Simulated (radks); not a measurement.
Values are calculated unless marked as measured or tabulated.
Mn IV, 22 electrons, occupied as [Ar] 3d2 4p2 (not the ground configuration). Code: a radial shooting solver on a logarithmic mesh with Libxc functionals. Model: scalar-relativistic Kohn-Sham, BLYP, spin-polarised, spherical densities, finite nucleus; open shells are filled with parallel spins first; Fermi nuclear charge, rms radius 3.7057 fm.

Normalised radial functions P(r) = r R(r), r in bohr:

```
   r/bohr * 3s down, o 3p down, + 4p up (the largest magnitude, 1.24, reaches the edge; | marks zero, & curves that meet)
 0.002624                             & *
 0.002982                             & *
 0.003389                             & *
 0.003883                             & *
 0.004413                             &  *
 0.005016                             &  *
 0.005747                             &  *
 0.006531                             &   *
 0.007423                             &   *
 0.008505                             &   *
 0.009666                             &    *
  0.01107                             &    *
  0.01259                             +o    *
  0.01431                             +o    *
  0.01639                             +o     *
  0.01863                             +o     *
  0.02117                             |&      *
  0.02426                             |+o     *
  0.02757                             |+o     *
  0.03133                             |+ o    *
   0.0359                             |+ o    *
   0.0408                             | + o   *
  0.04637                             | +  o *
  0.05312                             | +   &
  0.06038                             |  +*  o
  0.06862                             |  &    o
  0.07862                             *   +    o
  0.08936                           * |   +      o
   0.1016                        *    |    +      o
   0.1164                     *       |    +       o
   0.1322                   *         |    +       o
   0.1515                *            |    +        o
   0.1722               *             |    +       o
   0.1957               *             |   +       o
   0.2242                *            |  +      o
   0.2548                  *          | +    o
   0.2896                      *      |+ o
   0.3318                           o&|
   0.3771                     o    +  |    *
   0.4286                o       +    |          *
   0.4911           o          +      |                 *
   0.5582       o             +       |                      *
   0.6344     o               +       |                         *
   0.7268   o                 +       |                          *
    0.826    o                  +     |                         *
   0.9388      o                   +  |                      *
    1.076          o                  |+                 *
    1.222             o               |    +         *
    1.389                 o           |        +*
    1.592                     o       |      *    +
    1.809                        o    |   *          +
    2.073                          o  | *             +
    2.356                           o |*              +
    2.677                            o*             +
    3.068                             &           +
    3.486                             &        +
    3.963                             &     +
     4.54                             &   +
     5.16                             & +
    5.864                             &+
    6.719                             &
    7.636                             &
```

3s down: eigenvalue -138.39 eV, 2 radial nodes at r = 0.0795, 0.342 bohr, <r> = 0.826 bohr, 90 % of the charge inside 1.23 bohr. 3p down: eigenvalue -106.41 eV, 1 radial node at r = 0.312 bohr, <r> = 0.860 bohr, 90 % of the charge inside 1.31 bohr. 4p up: eigenvalue -29.711 eV, 2 radial nodes at r = 0.301, 1.05 bohr, <r> = 2.38 bohr, 90 % of the charge inside 3.45 bohr.
